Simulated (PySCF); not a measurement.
# Electron correlation in C (carbon, neutral)

[He] 2s2 2p1 3s1, high-spin 3P determinant (an excited configuration). All numbers are calculated (PySCF 2.14, no relativity, point nucleus, in dyall-av3z (15s9p3d2f, 71 functions)). Frozen: 1s2; 4 electrons correlated; the 14 highest virtual orbitals of each spin left out.

```
  level  correlation energy (mhartree)
   CCSD                         -85.19
    (T)                          -2.14
CCSD(T)                         -87.33
```

Diagnostics: T1 = 0.016, D1 = 0.0409, largest double amplitude 0.126.

Task: Is a single reference adequate?

Result: Mostly. T1 lies below 0.03, but a double amplitude of this size points to a near-degeneracy that CCSD handles and MP2 describes poorly.
